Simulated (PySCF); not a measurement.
C₇H₁₇AlO.
Numbering: `[CH3:1][CH2:2][CH2:3][C@@H:4]1[CH2:5][CH2:6][CH2:7][O+:8]1[AlH3-:9]` (hydrogens: H10, H11, H12 on C1; H13, H14 on C2; H15, H16 on C3; H17 on C4; H18, H19 on C5; H20, H21 on C6; H22, H23 on C7; H24, H25, H26 on Al9)

Level: PBE0/pcSseg-1 in PySCF, non-relativistic, on one gas-phase PBE0-D3(BJ)/def2-SVP geometry that isn't relaxed in the solvent. The solvent is an IEF-PCM continuum (van der Waals radii × 1.2). The model holds no explicit solvent molecules, cavitation or dispersion.

Gas phase at PBE0/pcSseg-1: HOMO -7.15 eV, LUMO 0.54 eV, dipole 6.02 D.

What does the continuum do to the energy, the frontier levels and the dipole at PBE0/pcSseg-1 in benzene and water?

```tsv
solvent	ε	E(solvent) − E(gas) (kJ/mol)	polarisation term (kJ/mol)	distortion of the solute (kJ/mol)	HOMO (eV)	LUMO (eV)	dipole (D)
benzene	2.271	-16.90	-18.09	1.19	-7.43	0.55	6.64
water	78.36	-36.17	-42.04	5.87	-7.77	0.42	7.45
```

The polarisation term is half the interaction of the solute with the surface charges that it induces; the rest is the cost of distorting the solute's density. The sum is the electrostatic part of solvation alone. From benzene to water the lowering changes by a factor 2.14, Onsager's factor (ε − 1)/(2ε + 1) by 2.14 and ε itself by 34.5.

Which radius a makes the point-dipole formula ΔE = −[(ε − 1)/(2ε + 1)]·μ²/a³ give the value in water, with the gas-phase dipole?

μ = 2.369 au and |ΔE| = 0.01377 Eh give a = 3.09 Å; the farthest nucleus lies 3.90 Å from the centroid of the nuclei, so such a sphere wouldn't even hold the nuclei. The formula assumes a rigid point dipole at the centre of a sphere.

Which Mulliken charges (PBE0/pcSseg-1) respond most in benzene (means over atoms taken as equivalent)?

| atoms | environment | gas (e) | solvent (e) | change |
| --- | --- | --- | --- | --- |
| Al9 | aluminium bonded to O and 3 H | +0.710 | +0.771 | +0.061 |
| H24/H25/H26 | Al–H hydrogen | -0.285 | -0.311 | -0.026 |
| H15 | methylene hydrogen | +0.126 | +0.133 | +0.007 |
| H13 | methylene hydrogen | +0.120 | +0.126 | +0.006 |
| O8 | oxygen bonded to Al and 2 C | -0.688 | -0.694 | -0.006 |
| C1 | methyl carbon | -0.262 | -0.267 | -0.005 |
| H16 | methylene hydrogen | +0.161 | +0.156 | -0.005 |
| H20 | methylene hydrogen | +0.143 | +0.149 | +0.006 |
| H18 | methylene hydrogen | +0.144 | +0.149 | +0.005 |
| H19 | methylene hydrogen | +0.138 | +0.142 | +0.004 |
| H22 | methylene hydrogen | +0.138 | +0.142 | +0.004 |
| H23 | methylene hydrogen | +0.158 | +0.161 | +0.003 |

Which Mayer bond orders change most in benzene?

```tsv
bond	length (Å)	gas	solvent	change
O8–Al9	1.976	0.260	0.277	+0.017
Al9–H26	1.608	0.883	0.870	-0.013
Al9–H25	1.606	0.865	0.854	-0.011
Al9–H24	1.608	0.858	0.849	-0.009
C7–O8	1.434	0.799	0.791	-0.008
O8–C4	1.456	0.736	0.729	-0.007
C4–C5	1.532	1.016	1.019	+0.003
C6–C7	1.514	1.028	1.031	+0.003
```

How do the nuclear quadrupole coupling constants eQVzz/h respond in benzene?

| nucleus | Q (barn) | gas (MHz) | solvent (MHz) | η gas | η solvent |
| --- | --- | --- | --- | --- | --- |
| 17O at O8 | -0.0256 | 12.44 | 12.40 | 0.71 | 0.68 |
| 27Al at Al9 | 0.1466 | 32.86 | 31.47 | 0.03 | 0.03 |

Time: 47 s wall; peak memory 1.4 GiB. Hardware: one thread, Arm Neoverse V2 (aarch64), on a shared host. This is the whole shielding run at PBE0/pcSseg-1 in water, SCF included.
